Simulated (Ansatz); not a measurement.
Coupled-cluster diagnostics for the cluster B2O3 (the lowest singlet isomer of a short search), Ansatz.

Geometry of the singlet (PBE-D4/def2-SVP):

```
atom   x (Å)   y (Å)   z (Å)
  B1  -0.899  -0.031   0.963
  B2   0.903   0.033  -0.960
  O3   1.725   0.057  -1.860
  O4   0.015   0.008   0.015
  O5  -1.744  -0.066   1.842
```

Correlated methods freeze 5 core orbitals. In CCSD on the charge 1 doublet the largest single amplitude is 0.28, so its Hartree–Fock determinant may place the open shell otherwise than the density functionals do. The structure comes from a short search, and lower isomers may exist.

Geometry of the charge 0 triplet (PBE-D4/def2-SVP):

```xyz
5

B     1.1477   -0.4714   -0.9082
B    -0.6267    0.7071    0.6941
O    -1.5101    1.1454    1.4259
O     0.3545    0.3081   -0.0801
O     0.6346   -1.6892   -1.1316
```

Geometry of the charge 0 quintet (PBE-D4/def2-SVP):

```xyz
5

B    -0.651    0.840    0.922
B     0.323   -0.395   -1.312
O     0.173   -1.730   -1.157
O    -0.212    0.289   -0.252
O     0.366    0.996    1.800
```

(1) Estimate the CCSD(T) correlation energy, the shares of MP2 and (T), T1 and the reference's ⟨S²⟩ for: charge 0, singlet, own geometry in def2-TZVPP; charge 0, triplet, own geometry in def2-TZVPP; charge 0, quintet, own geometry in def2-TZVPP; charge 1, doublet, vertical in def2-TZVPP; and the rough time on 4 threads of Arm Neoverse V2 on a shared host.

Answers

(1) 
```
                          state       basis  correlation (eV)  MP2 share (%)  (T) share (%)     T1  ⟨S²⟩ (pure)  wall time           remarks
charge 0, singlet, own geometry  def2-TZVPP           -24.196           96.5            4.2  0.018  0.00 (0.00)       14 s                 –
charge 0, triplet, own geometry  def2-TZVPP           -22.688           94.4            4.0  0.023  2.01 (2.00)       69 s                 –
charge 0, quintet, own geometry  def2-TZVPP           -21.249           92.1            3.7  0.026  6.02 (6.00)       76 s                 –
    charge 1, doublet, vertical  def2-TZVPP           -22.737           94.1            4.4  0.048  0.76 (0.75)       67 s  large T1 (0.048)
```
Customary marks for T1 are 0.02 (closed shells), 0.045 (open shells) and about 0.05 (3d metals). T1 exceeds 0.02 in 3 of 4 rows and 0.045 in 1; the higher it lies, the less the single-reference result can be trusted.
